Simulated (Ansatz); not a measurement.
A geometry relaxed with Ansatz (an electronic-structure program) with PBE0-D3(BJ)/def2-TZVP, charge 0, multiplicity 1:

```xyz
9

H      2.2019     0.3931     0.5077
O     -0.6862     1.1610    -1.1238
H     -1.3754     1.6909    -0.7142
O      1.3659     0.5528     0.9539
H      0.0927    -1.4305    -1.7906
H     -0.9192    -0.6534     1.9972
Ge     0.0000     0.0000    -0.0001
O     -1.2735    -0.3814     1.1463
O      0.5938    -1.3325    -0.9765
```

Q: Write the SMILES of this molecule.

A: `[OH][Ge]([OH])([OH])[OH]`
